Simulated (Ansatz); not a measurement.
```xyz
9

C     0.0087   -0.4096   -0.3534
C     0.0046   -0.4391    1.1643
O     0.0082    0.9278   -0.7842
H    -0.8896   -0.9664   -0.7212
H     0.8860   -0.9607   -0.7394
H     0.0068   -1.4733    1.5407
H     0.8992    0.0796    1.5476
H    -0.8892    0.0727    1.5450
H    -0.0053    0.9302   -1.7499
```

Basis set: def2-TZVP (spherical functions). Correlated methods keep 3 orbitals frozen. Charge 0, multiplicity 1.

Computed with Ansatz (development build ahead of 0.2.0); each method stands on the lowest determinant of its kind that the runs found. Restricted open shells among the atoms or ions are ROHF, correlated in semicanonical orbitals with singles.

The atomization energy at this shape (free ground-state atoms in the same class of orbitals less the molecule, no zero-point energy) of singlet C₂H₆O:

```csv
method,atomization energy
RHF,603.15 kcal/mol
```

Task: What does RHF-MP2 give?

Result: 787.26 kcal/mol.
